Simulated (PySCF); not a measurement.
# TlSb⁺: from constants to spectrum

UHF-CCSD(T) constants of TlSb⁺, ⁴Σ⁻ (quartet), unpaired electrons σ ↑, π ↑↑ (Tl def2-SVP with ECP60, Sb def2-SVP with ECP28; scalar-relativistic core potentials (PySCF 2.14); masses 204.9744 and 120.9038 u):

```
ωe   : 53.9 cm⁻¹
ωexe : 0.312 cm⁻¹
Be   : 0.018442 cm⁻¹
αe   : 0.000120 cm⁻¹
```

Q: What force constant and bond length do these constants imply?

A: Reduced mass μred = 76.047 u; k = 5.8918×10⁻⁷·μred·ωe² (u, cm⁻¹, mdyn/Å) = 0.130 mdyn/Å; Re = √(16.8576/(μred·Be)) (u, cm⁻¹, Å) = 3.467 Å.

Q: Estimate the centrifugal constant D from the Kratzer relation and find the Dunham coefficient a1.

A: D = 4Be³/ωe² = 8.64e-09 cm⁻¹; a1 = −1 − αeωe/(6Be²) = -4.17.

Correlated steps freeze 8 core orbitals. Spin–orbit coupling is left out, which matters for elements this heavy, above all for dissociation energies. The state was picked by a PBE0 search and need not be the measured ground state.
